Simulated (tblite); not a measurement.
C2H7GeNS.
Z-matrix (Å and degrees, GFN2-xTB geometry), rows numbered from 1:
```
C 
C   1  1.4810
S   2  1.6239  1  122.01
Ge  2  1.9730  1  118.26  3   179.72
N   4  1.8184  2  105.45  1   -53.07
H   1  1.0924  2  108.92  3   116.63
H   1  1.0916  2  109.28  3  -127.21
H   1  1.0885  2  112.07  3    -4.76
H   4  1.5045  2  112.26  1    59.77
H   4  1.5094  2  108.28  1  -178.50
H   5  1.0116  4  116.15  2   -59.52
H   5  1.0102  4  116.31  2   171.75
```

All values are computed: GFN2-xTB (tblite) harmonic vibrations without scaling, gas phase. Against measured fundamentals such values can be off by several per cent, at times by over 20. Modes of hydrogen on germanium can be 10 to 20 % off. One conformer, not necessarily the lowest.

Harmonic wavenumbers (cm⁻¹): 31.3, 113.1, 121.6, 171.2, 234.7, 263.3, 338.4, 454.1, 497.2, 542.5, 600.6, 661.6, 675.0, 792.1, 820.3, 898.1, 951.2, 1119.7, 1217.0, 1369.6, 1436.3, 1448.5, 1495.6, 1907.2, 1977.4, 2961.1, 2982.1, 3022.6, 3413.1, 3443.9.

A = 4397, B = 1516, C = 1282 MHz; mass 150.951 u (most abundant isotopes); point group C1, symmetry number 1.

Task: What is the zero-point energy?

Result: Half the sum of the wavenumbers: 17980 cm⁻¹ = 51.41 kcal/mol.

Task: Give the ideal-gas entropy at 273.15 K and 1 bar in the rigid-rotor, harmonic-oscillator model (classical rotation).

Result: Translation 40.54, rotation 27.76, vibration 21.23: S = 89.5 cal/(mol K).

Task: And Cp and H(273.15 K) − H(0)?

Result: Cp = 28.92 cal/(mol K), of which vibrations give 20.98 (their classical limit is 30 R = 59.6); H(273.15 K) − H(0) = 5.17 kcal/mol without the zero-point energy, 3.00 from vibrations.

Task: What must be added to the electronic energy to get the Gibbs energy at 273.15 K and 1 bar?

Result: ZPE + [H(273.15 K) − H(0)] − T·S = 51.41 + 5.17 − 24.45 = 32.13 kcal/mol.

Task: How do the functions run with temperature in this model?

Result: 
| T (K) | S (cal/(mol K)) | Cp (cal/(mol K)) | H − H(0) (kcal/mol) | G − H(0) (kcal/mol) | ln q(vib) |
| --- | --- | --- | --- | --- | --- |
| 50 | 57.8 | 12.0 | 0.49 | -2.40 | 0.60 |
| 100 | 67.5 | 16.5 | 1.20 | -5.55 | 1.58 |
| 298.15 | 92.1 | 30.5 | 5.91 | -21.55 | 5.66 |
| 373.15 | 99.4 | 34.6 | 8.36 | -28.74 | 7.14 |
| 500 | 110.4 | 40.4 | 13.13 | -42.06 | 9.55 |
| 750 | 128.3 | 48.1 | 24.27 | -71.99 | 13.90 |
| 1000 | 142.9 | 53.2 | 36.97 | -105.96 | 17.76 |

q(vib) and H(0) count from the zero-point level.

Hindered rotation and anharmonicity are outside this model. Other conformers, if any are populated, would add a mixing term that is left out. The structure is chiral; the term R ln 2 for an equal mix with its mirror image is left out.
